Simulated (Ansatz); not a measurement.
**Two structures, one formula**

Two relaxed structures of CHBBr, doublet (PBE0-D4/def2-TZVP; forces vanish, vibrations not checked).

A:

```xyz
4
angstrom
C -0.4434 0.5668 -0.4810
B 0.2470 -0.3157 0.2679
Br 1.1872 -1.5174 1.2879
H -0.9908 1.2664 -1.0748
```

B:

| atom | x (Å) | y (Å) | z (Å) |
| --- | --- | --- | --- |
| C1 | 1.2604 | -2.0041 | 1.2882 |
| B2 | 0.6911 | -0.7690 | 0.7727 |
| Br3 | -0.0244 | 0.7832 | 0.1247 |
| H4 | -2.1532 | 2.2788 | -2.4309 |

Ansatz 0.2.0; basis: def2-TZVPP; cores frozen in the correlated methods; orbitals are unrestricted. Filled d shells of the heavier atoms are correlated. The def2 sets are not built for correlating such inner shells, so the correlated values are less sure here. B3LYP uses VWN-RPA correlation.

Question: Which structure is lower at CCSD(T), and by how much? (To be estimated.)

Answer: By the calculation: A, by 5.013 eV (electronic energy, against the other). By their contacts, A is CHBBr ([CH][B][Br]) and B is a complex of CBBr + H.

All methods give the same order:

```tsv
method	E(B) − E(A) (eV)
PBE-D4	4.968
r2SCAN-D4	5.021
PBE0-D4	4.994
B3LYP-D4	5.063
wB97M-V	5.010
HF	3.987
MP2	5.071
CCSD	4.983
CCSD(T)	5.013
```

No T1 diagnostic of these runs exceeds 0.015. ⟨S²⟩ of the unrestricted Hartree–Fock references: 0.77 to 1.76 (a pure state has 0.75). The unrestricted reference is spin-contaminated, which hurts MP2 most.

Labels in which every atom is bracketed show which atoms are joined, not bond orders.

For scale, one of the runs: CCSD(T)/def2-TZVPP, 124 basis functions, launched by `ansatz run in.yaml --threads 2 --pin off --events-out ev --progress --plain --max-ram 4352MiB`. Time: 15 s of wall clock on 2 CPU threads of an AMD EPYC 9R45; the host was shared. Peak host memory: 1.3 GiB.
